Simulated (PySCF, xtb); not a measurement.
B(F)(NMe2)(SiH3) (C2H9BFNSi), SMILES [SiH3]B(N(C)C)F. Other conformers were not sampled.

Harmonic wavenumbers (cm⁻¹) from GFN2-xTB run with xtb at its own minimum, in rising order: 78, 103, 156, 162, 170, 276, 283, 368, 380, 409, 506, 558, 578, 821, 825, 828, 934, 1052, 1089, 1131, 1139, 1151, 1216, 1413, 1416, 1453, 1470, 1480, 1485, 1515, 2167, 2174, 2239, 2934, 2941, 2956, 2964, 3044, 3058.

Problem. What does PBE-D3(BJ)/def2-SVP (PySCF) give at its own minimum? (An estimate is asked for; the answer gives what the named calculation found.)

Solution. 77, 103, 160, 167, 194, 273, 282, 349, 394, 400, 538, 576, 619, 853, 904, 909, 913, 1041, 1070, 1094, 1130, 1202, 1240, 1375, 1394, 1398, 1411, 1418, 1421, 1511, 2132, 2133, 2163, 2933, 2940, 2996, 3003, 3070, 3100. Paired by order, the mean absolute difference is 29 cm⁻¹ and the zero-point energies are 69.9 and 69.9 kcal/mol.
